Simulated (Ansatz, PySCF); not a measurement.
Barrier from R1 to the saddle point P1, each structure at its B3LYP-D3(BJ)/def2-TZVP stationary point, reached from a drawn start; harmonic modes at that level show the others as minima.
R1, CH6Si (SMILES C[SiH3]) (charge 0, multiplicity 1, Z-matrix in Å and degrees):
```
Si
H 1 1.4834
H 1 1.4834 2 108.30
H 1 1.4834 2 108.30 3 -117.24
C 1 1.8761 2 110.62 4 -121.38
H 5 1.0915 1 110.88 2 60.00
H 5 1.0915 6 108.03 1 -121.69
H 5 1.0915 6 108.03 7 -116.63
```
P1, CH6Si, a first-order saddle point (one imaginary mode, 200i cm⁻¹) (charge 0, multiplicity 1, Z-matrix in Å and degrees):
```
Si
H 1 1.4833
H 1 1.4833 2 107.91
H 1 1.4833 2 107.91 3 -116.37
C 1 1.8870 2 110.99 4 -121.82
H 5 1.0907 1 111.07 2 0.00
H 5 1.0907 6 107.82 1 121.91
H 5 1.0907 6 107.82 7 116.17
```

P less R. No zero-point or thermal terms. No path was followed down from the saddle.

Correlated levels freeze the cores. CBS: X⁻³ extrapolation of the correlation energy, Hartree–Fock from the larger set.

Programs: Ansatz (an electronic-structure program) with Gaussian orbitals; PySCF for the D3/D4 terms. Each number belongs to the level named beside it.

PBE/def2-TZVPP gives 1.40 kcal/mol for the barrier height.

Q: Where do these levels fall relative to PBE: PBE-D3(BJ)/def2-TZVPP, r2SCAN/def2-TZVPP, B3LYP/def2-TZVPP, wB97M-V/def2-TZVPP, B2PLYP/def2-TZVPP, MP2/CBS(cc-pV(T+d)Z, cc-pV(Q+d)Z), CCSD(T)/CBS(cc-pV(T+d)Z, cc-pV(Q+d)Z).

A: PBE-D3(BJ)/def2-TZVPP 0.01; r2SCAN/def2-TZVPP 0.16; B3LYP/def2-TZVPP 0.07; wB97M-V/def2-TZVPP 0.09; B2PLYP/def2-TZVPP 0.13; MP2/CBS(cc-pV(T+d)Z, cc-pV(Q+d)Z) 0.17; CCSD(T)/CBS(cc-pV(T+d)Z, cc-pV(Q+d)Z) 0.10 kcal/mol. 7 of 7 lie above PBE; the widest gap is to MP2/CBS(cc-pV(T+d)Z, cc-pV(Q+d)Z).
